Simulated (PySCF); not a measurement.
Energy of Rb²⁺ (rubidium, charge +2) between two integer charges

The 4p beta orbital of [Ar] 3d10 4s2 4p5 is emptied in steps (occupation f), with all orbitals relaxed, ending at [Ar] 3d10 4s2 4p4. Computed with PySCF 2.14 in def2-TZVPPD with the def2 core potential (28 electrons) (6s4p3d1f, 40 functions), with scalar relativity through the core potential. The exact energy is a straight line in f; departures are measured from the line between the end points of the same method.

Question: Among UHF, LDA, PBE, PBE0, r2SCAN, LC-wPBE, BHandHLYP, wB97X, M06-2X, r2SCAN0, which shows the largest delocalisation error (convex curve), and which is closest to linear?

Answer: Most convex: LDA (-1.469 eV at f = 0.4); closest to linear: UHF (0.170 eV).

```json
{"f": "1", "UHF (eV)": "0.000", "LDA (eV)": "0.000", "PBE (eV)": "0.000", "PBE0 (eV)": "0.000", "r2SCAN (eV)": "0.000", "LC-wPBE (eV)": "0.000", "BHandHLYP (eV)": "0.000", "wB97X (eV)": "0.000", "M06-2X (eV)": "0.000", "r2SCAN0 (eV)": "0.000"}
{"f": "0.8", "UHF (eV)": "0.118", "LDA (eV)": "-0.982", "PBE (eV)": "-0.963", "PBE0 (eV)": "-0.698", "r2SCAN (eV)": "-0.908", "LC-wPBE (eV)": "-0.222", "BHandHLYP (eV)": "-0.438", "wB97X (eV)": "-0.302", "M06-2X (eV)": "-0.470", "r2SCAN0 (eV)": "-0.659"}
{"f": "0.6", "UHF (eV)": "0.173", "LDA (eV)": "-1.472", "PBE (eV)": "-1.439", "PBE0 (eV)": "-1.042", "r2SCAN (eV)": "-1.346", "LC-wPBE (eV)": "-0.326", "BHandHLYP (eV)": "-0.658", "wB97X (eV)": "-0.453", "M06-2X (eV)": "-0.726", "r2SCAN0 (eV)": "-0.977"}
{"f": "0.4", "UHF (eV)": "0.170", "LDA (eV)": "-1.469", "PBE (eV)": "-1.429", "PBE0 (eV)": "-1.035", "r2SCAN (eV)": "-1.323", "LC-wPBE (eV)": "-0.318", "BHandHLYP (eV)": "-0.659", "wB97X (eV)": "-0.453", "M06-2X (eV)": "-0.740", "r2SCAN0 (eV)": "-0.959"}
{"f": "0.2", "UHF (eV)": "0.112", "LDA (eV)": "-0.977", "PBE (eV)": "-0.944", "PBE0 (eV)": "-0.684", "r2SCAN (eV)": "-0.859", "LC-wPBE (eV)": "-0.205", "BHandHLYP (eV)": "-0.441", "wB97X (eV)": "-0.303", "M06-2X (eV)": "-0.486", "r2SCAN0 (eV)": "-0.622"}
{"f": "0", "UHF (eV)": "0.000", "LDA (eV)": "0.000", "PBE (eV)": "0.000", "PBE0 (eV)": "0.000", "r2SCAN (eV)": "0.000", "LC-wPBE (eV)": "0.000", "BHandHLYP (eV)": "0.000", "wB97X (eV)": "0.000", "M06-2X (eV)": "0.000", "r2SCAN0 (eV)": "0.000"}
```

```tsv
method	E(f=0) − E(f=1) (eV)	−ε at f=1 (eV)	−ε at f=0.4 (eV)
UHF	38.226	38.977	38.069
LDA	39.241	33.101	40.483
PBE	39.265	33.227	40.510
PBE0	39.317	34.938	40.220
r2SCAN	39.397	33.679	40.639
LC-wPBE	39.399	37.992	39.711
BHandHLYP	39.259	36.523	39.801
wB97X	39.399	37.513	39.773
M06-2X	39.246	36.388	39.838
r2SCAN0	39.371	35.220	40.275
```

Reference removal energy between the ground levels: 39.247 eV (semi-empirical (NIST evaluation); NIST Atomic Spectra Database, ionization energies). The calculation has no spin-orbit coupling. UHF lacks correlation.
